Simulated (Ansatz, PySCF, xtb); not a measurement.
Bonds broken one at a time in the series B Br-I. All species are isolated molecules in the gas phase. Strings in code marks are SMILES.

Quantity: homolytic bond dissociation enthalpy at 298 K (no spin–orbit term), in eV. Thermal and zero-point terms are GFN2-xTB rigid-rotor harmonic values (xtb).

Level 1: frozen-core MP2/def2-TZVPP // PBE-D3(BJ)/def2-TZVP (Ansatz, a first-principles code)
Level 2: B3LYP/6-31G* (LANL2DZ on I) // PBE-D3(BJ)/def2-TZVP (PySCF)
Level 3: BP86/6-31G* (LANL2DZ on I) // PBE-D3(BJ)/def2-TZVP (PySCF)
Level 4: HF/def2-TZVPP // PBE-D3(BJ)/def2-TZVP (Ansatz)

```
species                                              level 1  level 2  level 3  level 4
---------------------------------------------------  -------  -------  -------  -------
Br–B bond of `BrB(Br)I`, giving `Br[B]I` and `[Br]`     4.62     4.13     4.32     3.03
B–I bond of `BrB(Br)I`, giving `Br[B]Br` and `[I]`      3.95     3.27     3.48     2.34
Br–B bond of `BrB(I)I`, giving `I[B]I` and `[Br]`       4.59     4.12     4.31     2.98
```
